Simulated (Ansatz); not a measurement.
Ansatz (a program for electronic structure) input:

Ansatz 0.2 input:
```yaml
crystal:
  periodic: [false, false, false]
  atoms:
    - {symbol: Si, position_ang: [-0.33326507, 0.06453009, -0.06732827]}
    - {symbol: Cl, position_ang: [-0.16735761, 1.69778199, -1.23845926]}
    - {symbol: Cl, position_ang: [-0.73071187, -1.54099736, -1.22117411]}
    - {symbol: Cl, position_ang: [-1.70704864, 0.31157629, 1.35520254]}
    - {symbol: O, position_ang: [1.03889886, -0.17014479, 0.75645501]}
    - {symbol: H, position_ang: [1.89432124, -0.32376084, 0.35900357]}
basis:
  gaussian:
    orbitals: def2-TZVP
hamiltonian:
  xc: b3lyp
  dispersion: d3bj
relax: {f_tol: 0.002, max_steps: 150}
```

Question: What final total energy does it print?

Answer: -1746.29324 Eh (B3LYP-D3(BJ)/def2-TZVP). The basis has 185 functions. The run takes around 60 core-seconds (rough).
